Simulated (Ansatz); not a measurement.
Species: MoCl5, charge 0, multiplicity 2. The spin state was set by rule; other spins were not relaxed. SMILES: [Cl][Mo]([Cl])([Cl])([Cl])[Cl]
Geometry from a B3LYP-D3(BJ)/def2-TZVP (Ansatz, a program for electronic structure) optimisation:
```
Mo
Cl 1 2.2264
Cl 1 2.2463 2 121.15
Cl 1 2.2463 2 121.15 3 180.00
Cl 1 2.3153 2 92.04 3 -90.00
Cl 1 2.3153 2 92.04 5 180.00
```
Charge 0, spin multiplicity 2.

Parts of the frozen-core correlation energy in def2-SVP (Ansatz, hartree). Frozen orbitals: 29; correlated occupied orbitals by spin: 21 and 20; virtual: 71 and 72. Open shells are spin-unrestricted. No spin-orbit coupling. In def2 rows, elements after Kr have scalar-relativistic effective core potentials.

```json
[
 {"term": "reference (HF)", "value": "-2364.41540"},
 {"term": "MP2 opposite-spin", "value": "-0.63311"},
 {"term": "MP2 same-spin", "value": "-0.26807"},
 {"term": "CCSD correlation", "value": "-0.91951"},
 {"term": "(T)", "value": "-0.04495"},
 {"term": "T1 diagnostic", "value": "0.028"},
 {"term": "largest doubles amplitude", "value": "0.052"},
 {"term": "<S^2> of the reference", "value": "0.780"}
]
```
